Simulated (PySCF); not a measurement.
```xyz
4
charge 1 multiplicity 4, angstrom
Se    0.0000    0.0000    0.0000
Mg    2.5639    0.0000    0.0000
Mg   -1.2820    2.2204    0.0000
Mg   -1.2820   -2.2204    0.0000
```

Computed with PySCF, UPBE0, basis Se def2-SVP, Mg def2-SVP (no relativity, density fitting).

This geometry of [Mg3Se]+ is a stationary point at this level.

(1) What is the point group?

(2) Is it a minimum?

(3) Which band is strongest in the infrared?

(4) Give the atomic charges and bond orders.

Results:

(1) D3h.

(2) No: it has 1 imaginary mode, at 41i cm⁻¹ (a2'').

(3) 277 cm⁻¹ (e'), 275 km/mol.

(4) 
```csv
atom,Mulliken,Löwdin,polar tensor,spin (Mulliken),Mayer order to Se1
Se1,-0.65,0.31,-1.02,0.18,–
"Mg2,3,4",0.55,0.23,0.67,0.94,0.69
```

This need not be the most stable arrangement of these atoms. At this level a broken-symmetry Ms = 1/2 minimum of Cs symmetry lies 15 kJ/mol below this structure.
